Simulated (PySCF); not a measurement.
C$_{4}$H$_{9}$O$_{2}$, doublet, at a GFN2-xTB geometry; PySCF with CASSCF(5,5)/STO-3G.

Input for PySCF:
```python
from pyscf import gto, scf, mcscf
import numpy

mol = gto.Mole()
mol.atom = '''
    C     2.562315   -0.828811   -0.056593
    O     1.358410   -0.352793   -0.596352
    C     0.305821   -0.282102    0.272100
    C    -0.919717    0.405174   -0.204073
    C    -2.156498   -0.495292   -0.063078
    O    -1.084764    1.595465    0.564448
    H     2.456314   -1.859850    0.300149
    H     2.898549   -0.201241    0.776105
    H     3.298678   -0.796831   -0.858042
    H     0.497654   -0.369409    1.328604
    H    -0.775931    0.662526   -1.264992
    H    -3.044756    0.016207   -0.431216
    H    -2.304496   -0.751628    0.983162
    H    -2.017025   -1.407864   -0.634942
    H    -1.949684    1.972907    0.366266
'''
mol.basis = 'sto-3g'
mol.charge = 0
mol.spin = 1
mol.verbose = 4
mol.build()

mf = scf.ROHF(mol)
mf.kernel()
mc = mcscf.CASSCF(mf, 5, 5)
mc.kernel()
occ = numpy.linalg.eigvalsh(mc.fcisolver.make_rdm1(mc.ci, mc.ncas, mc.nelecas))[::-1]
ss = mc.fcisolver.spin_square(mc.ci, mc.ncas, mc.nelecas)[0]
print('natural occupations', occ.round(4), ' <S^2>', round(ss, 4))
```

Output, abridged:

```
PySCF version 2.14.0

[INPUT] verbose = 4
[INPUT] num. atoms = 15
[INPUT] num. electrons = 49
[INPUT] charge = 0
[INPUT] spin (= nelec alpha-beta = 2S) = 1
[INPUT] symmetry False subgroup None
[INPUT] Mole.unit = angstrom
[INPUT] Symbol           X                Y                Z      unit          X                Y                Z       unit  Magmom
[...]
nuclear repulsion = 247.023694004532
number of shells = 27
number of NR pGTOs = 117
number of NR cGTOs = 39
basis = sto-3g
ecp = {}

******** <class 'pyscf.scf.rohf.ROHF'> ********
method = ROHF
initial guess = minao
damping factor = 0
level_shift factor = 0
DIIS = <class 'pyscf.scf.diis.CDIIS'>
diis_start_cycle = 1
diis_space = 8
diis_damp = 0
SCF conv_tol = 1e-09
SCF conv_tol_grad = None
SCF max_cycles = 50
direct_scf = True
direct_scf_tol = 1e-13
num. doubly occ = 24  num. singly occ = 1
Set gradient conv threshold to 3.16228e-05
init E= -303.496506450497
[...]
cycle= 1 E= -302.361715948515  delta_E= 1.13  |g|= 0.55  |ddm|= 3.31
[...]
cycle= 2 E= -302.474035269245  delta_E= -0.112  |g|= 0.156  |ddm|= 0.699
[...]
cycle= 3 E= -302.483872660895  delta_E= -0.00984  |g|= 0.0484  |ddm|= 0.191
[...]
cycle= 4 E= -302.484961527967  delta_E= -0.00109  |g|= 0.0102  |ddm|= 0.0571
[...]
cycle= 5 E= -302.48511343755  delta_E= -0.000152  |g|= 0.00539  |ddm|= 0.0268
[...]
cycle= 6 E= -302.485133495397  delta_E= -2.01e-05  |g|= 0.00109  |ddm|= 0.00978
[...]
cycle= 7 E= -302.485134710359  delta_E= -1.21e-06  |g|= 0.000204  |ddm|= 0.00286
[...]
cycle= 8 E= -302.485134744458  delta_E= -3.41e-08  |g|= 5e-05  |ddm|= 0.000478
[...]
cycle= 9 E= -302.485134746244  delta_E= -1.79e-09  |g|= 8.98e-06  |ddm|= 0.000108
[...]
cycle= 10 E= -302.485134746301  delta_E= -5.75e-11  |g|= 1.94e-06  |ddm|= 1.75e-05
[...]
Extra cycle  E= -302.485134746303  delta_E= -2.05e-12  |g|= 8.27e-07  |ddm|= 3.54e-06
converged SCF energy = -302.485134746303

******** <class 'pyscf.mcscf.mc1step.CASSCF'> ********
CAS (3e+2e, 5o), ncore = 22, nvir = 12
max_cycle_macro = 50
max_cycle_micro = 4
conv_tol = 1e-07
conv_tol_grad = None
orbital rotation max_stepsize = 0.02
orbital rotation threshold for CI restart = 0.01
augmented hessian ah_max_cycle = 30
augmented hessian ah_conv_tol = 1e-12
augmented hessian ah_linear dependence = 1e-14
augmented hessian ah_level shift = 1e-08
augmented hessian ah_start_tol = 2.5
augmented hessian ah_start_cycle = 3
augmented hessian ah_grad_trust_region = 3
kf_trust_region = 3
kf_interval = 4
ci_response_space = 4
ci_grad_trust_region = 3
with_dep4 0
natorb = False
canonicalization = True
sorting_mo_energy = False
ao2mo_level = 2
internal_rotation = False
******** <class 'pyscf.fci.direct_spin1.FCISolver'> ********
max. cycles = 50
conv_tol = 1e-08
davidson only = False
linear dependence = 1e-12
level shift = 0.001
max iter space = 12
nroots = 1
pspace_size = 400
spin = None
CASCI E = -302.486497094109  S^2 = 0.7500000
Set conv_tol_grad to 0.000316228
macro iter   1 (  7 JK    2 micro), CASSCF E = -302.487086705034  dE = -5.89610925e-04  S^2 = 0.7500000
               |grad[o]|=0.00331  |grad[c]|=0.00497  |ddm|=0.00628  |maxRot[o]|=0.0699
macro iter   2 (  7 JK    2 micro), CASSCF E = -302.488217432264  dE = -1.13072723e-03  S^2 = 0.7500000
               |grad[o]|=0.00465  |grad[c]|=0.00744  |ddm|=0.00642  |maxRot[o]|=0.0698
macro iter   3 ( 21 JK    4 micro), CASSCF E = -302.496364203774  dE = -8.14677151e-03  S^2 = 0.7500000
               |grad[o]|=0.00695  |grad[c]|=0.0678  |ddm|=0.0225  |maxRot[o]|=0.308
macro iter   4 ( 21 JK    4 micro), CASSCF E = -302.503433687566  dE = -7.06948379e-03  S^2 = 0.7500000
               |grad[o]|=0.0132  |grad[c]|=0.0965  |ddm|=0.0288  |maxRot[o]|=0.198
macro iter   5 ( 21 JK    4 micro), CASSCF E = -302.505960030355  dE = -2.52634279e-03  S^2 = 0.7500000
               |grad[o]|=0.0113  |grad[c]|=0.0297  |ddm|=0.0183  |maxRot[o]|=0.121
macro iter   6 ( 21 JK    4 micro), CASSCF E = -302.507456856495  dE = -1.49682614e-03  S^2 = 0.7500000
               |grad[o]|=0.00638  |grad[c]|=0.0148  |ddm|=0.0162  |maxRot[o]|= 0.19
macro iter   7 ( 21 JK    4 micro), CASSCF E = -302.510647350049  dE = -3.19049355e-03  S^2 = 0.7500000
               |grad[o]|=0.00478  |grad[c]|=0.0256  |ddm|=0.0176  |maxRot[o]|=0.158
macro iter   8 ( 12 JK    3 micro), CASSCF E = -302.516388901757  dE = -5.74155171e-03  S^2 = 0.7500000
               |grad[o]|=0.00897  |grad[c]|=0.0547  |ddm|=0.0561  |maxRot[o]|=0.143
macro iter   9 ( 12 JK    3 micro), CASSCF E = -302.524397119383  dE = -8.00821763e-03  S^2 = 0.7500000
               |grad[o]|=0.0131  |grad[c]|=0.0562  |ddm|=0.0443  |maxRot[o]|=0.147
macro iter  10 ( 20 JK    4 micro), CASSCF E = -302.526785700211  dE = -2.38858083e-03  S^2 = 0.7500000
               |grad[o]|=0.0134  |grad[c]|=0.034  |ddm|=0.0152  |maxRot[o]|=0.0912
macro iter  11 ( 20 JK    4 micro), CASSCF E = -302.527348101388  dE = -5.62401177e-04  S^2 = 0.7500000
               |grad[o]|=0.0106  |grad[c]|=0.0191  |ddm|=0.00757  |maxRot[o]|= 0.02
macro iter  12 ( 21 JK    4 micro), CASSCF E = -302.527307479642  dE =  4.06217454e-05  S^2 = 0.7500000
               |grad[o]|= 0.01  |grad[c]|=0.0188  |ddm|=0.00714  |maxRot[o]|=0.00873
macro iter  13 ( 21 JK    4 micro), CASSCF E = -302.528675769026  dE = -1.36828938e-03  S^2 = 0.7500000
               |grad[o]|= 0.01  |grad[c]|=0.0141  |ddm|=0.00588  |maxRot[o]|=0.048
macro iter  14 ( 21 JK    4 micro), CASSCF E = -302.530563458722  dE = -1.88768970e-03  S^2 = 0.7500000
               |grad[o]|=0.00857  |grad[c]|=0.00656  |ddm|=0.00257  |maxRot[o]|=0.0874
macro iter  15 ( 20 JK    4 micro), CASSCF E = -302.530735107194  dE = -1.71648472e-04  S^2 = 0.7500000
               |grad[o]|=0.00532  |grad[c]|=0.0146  |ddm|=0.00346  |maxRot[o]|=0.0186
macro iter  16 ( 21 JK    4 micro), CASSCF E = -302.530744821914  dE = -9.71472042e-06  S^2 = 0.7500000
               |grad[o]|=0.0049  |grad[c]|=0.0147  |ddm|=0.00373  |maxRot[o]|=0.00257
macro iter  17 ( 21 JK    4 micro), CASSCF E = -302.530739552993  dE =  5.26892148e-06  S^2 = 0.7500000
               |grad[o]|=0.00486  |grad[c]|=0.0167  |ddm|=0.00432  |maxRot[o]|=0.00131
macro iter  18 ( 15 JK    3 micro), CASSCF E = -302.531300864539  dE = -5.61311546e-04  S^2 = 0.7500000
               |grad[o]|=0.00487  |grad[c]|=0.00639  |ddm|=0.00181  |maxRot[o]|=0.0443
macro iter  19 ( 15 JK    4 micro), CASSCF E = -302.531446029581  dE = -1.45165043e-04  S^2 = 0.7500000
               |grad[o]|=0.00273  |grad[c]|=0.00543  |ddm|=0.00109  |maxRot[o]|=0.0211
macro iter  20 ( 10 JK    4 micro), CASSCF E = -302.531515492672  dE = -6.94630910e-05  S^2 = 0.7500000
               |grad[o]|=0.00176  |grad[c]|=0.0025  |ddm|=0.000444  |maxRot[o]|=0.0153
macro iter  21 (  3 JK    1 micro), CASSCF E = -302.531540919094  dE = -2.54264219e-05  S^2 = 0.7500000
               |grad[o]|=0.00092  |grad[c]|=0.00106  |ddm|=0.000212  |maxRot[o]|=0.0164
macro iter  22 (  3 JK    1 micro), CASSCF E = -302.531540946240  dE = -2.71459157e-08  S^2 = 0.7500000
               |grad[o]|=9.69e-05  |grad[c]|=6.99e-05  |ddm|=5.26e-05  |maxRot[o]|=0.00057
1-step CASSCF converged in  22 macro (354 JK  75 micro) steps
CASSCF canonicalization
Density matrix diagonal elements [1.97394539 1.9740986  1.00007699 0.02462431 0.0272547 ]
CASSCF energy = -302.531540946240
CASCI E = -302.531540946240  E(CI) = -7.23837891182291  S^2 = 0.7500000
natural occupations [1.9758 1.9726 1.0001 0.027  0.0245]  <S^2> 0.75
```
